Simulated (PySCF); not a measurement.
Point-charge models of `CN(C)c1cpccp1` against its computed dipole.

Coordinates (GFN2-xTB, Å) and charges (e) from the PBE0/pcSseg-1 density (PySCF):

```
atom       x       y       z  Mulliken      IAO  Hirshfeld  ESP-fitted
  C1  -2.056  -0.905   0.679   -0.0560  -0.3091    -0.0570     -0.2500
  N2  -1.227   0.063   0.006   -0.7037  -0.1390    -0.0366     -0.0215
  C3  -1.851   1.040  -0.848   -0.0742  -0.3128    -0.0678     -0.2489
  C4   0.137  -0.004   0.047   +0.0644  -0.0774    +0.0007     +0.2157
  C5   0.764  -0.961   0.838   -0.4841  -0.4404    -0.1403     -0.1890
  P6   2.438  -1.298   1.097   +0.4565  +0.3977    +0.0892     -0.1572
  C7   3.246  -0.119   0.114   -0.3859  -0.3994    -0.1257     -0.0010
  C8   2.662   0.843  -0.666   -0.3728  -0.3470    -0.1033     -0.1782
  P9   0.992   1.198  -0.950   +0.3560  +0.2515    +0.0472     -0.2080
 H10  -3.101  -0.688   0.474   +0.1220  +0.1547    +0.0556     +0.1323
 H11  -1.845  -1.922   0.332   +0.1256  +0.1432    +0.0451     +0.0890
 H12  -1.909  -0.867   1.762   +0.1279  +0.1456    +0.0465     +0.0826
 H13  -2.931   0.994  -0.740   +0.1217  +0.1502    +0.0538     +0.1343
 H14  -1.515   2.048  -0.582   +0.1466  +0.1539    +0.0368     +0.0904
 H15  -1.591   0.869  -1.900   +0.1374  +0.1467    +0.0359     +0.0938
 H16   0.128  -1.630   1.405   +0.1444  +0.1555    +0.0329     +0.1597
 H17   4.329  -0.167   0.137   +0.1349  +0.1607    +0.0409     +0.0961
 H18   3.321   1.510  -1.217   +0.1393  +0.1653    +0.0458     +0.1600
```

Question: What dipole does each set of charges give (1 e·Å = 4.803 D), and what does the density give?

Answer: The full density gives (-3.06, -0.06, -0.08) D, 3.06 D in size; dipole vectors point from the negative to the positive end.

```
    scheme     μx     μy     μz  size (D)  share of the full size (%)  angle to the full dipole (°)
  Mulliken  -2.93   0.08  -0.36      2.95                          97                             6
       IAO  -3.01  -0.18   0.01      3.02                          99                             3
 Hirshfeld  -2.50  -0.07  -0.01      2.50                          82                             1
ESP-fitted  -3.00  -0.08  -0.06      3.00                          98                             1
```

Question: Which set comes closest?

Answer: Length of the difference vector: ESP-fitted 0.06 D, IAO 0.16 D, Mulliken 0.34 D, Hirshfeld 0.57 D. Closest: ESP-fitted. The schemes that divide the density aren't constrained to reproduce the dipole.

Question: What is left for the Hirshfeld atoms' own dipoles?

Answer: The Hirshfeld atoms' densities add up to the full density, so μ = Σ q r + Σ (atomic dipoles). The atomic dipoles sum to (-3.06, -0.06, -0.08) − (-2.50, -0.07, -0.01) = (-0.56, 0.01, -0.07) D, 0.57 D in size.

Question: With the origin at the mean of the coordinates, (0.000, 0.000, -0.001) Å, which are the largest single terms, by size, of the IAO dipole along the direction of the full one?

Answer: C7 +6.23, P6 -4.66, C8 +4.43, H17 -3.34, C1 -3.05 D; all 18 atoms together +3.01 D. The single terms depend on the origin, their sum doesn't.

Question: Give the size of the full dipole in other units.

Answer: 3.06 D = 1.203 au = 0.637 e·Å = 10.20 × 10⁻³⁰ C·m.

Geometry: GFN2-xTB; no solvent, vibrations or thermal averaging.

The values belong to the conformer `[CH3:1][N:2]([CH3:3])[c:4]1[cH:5][p:6][cH:7][cH:8][p:9]1`: C1–N2–C4–C5 -5°.
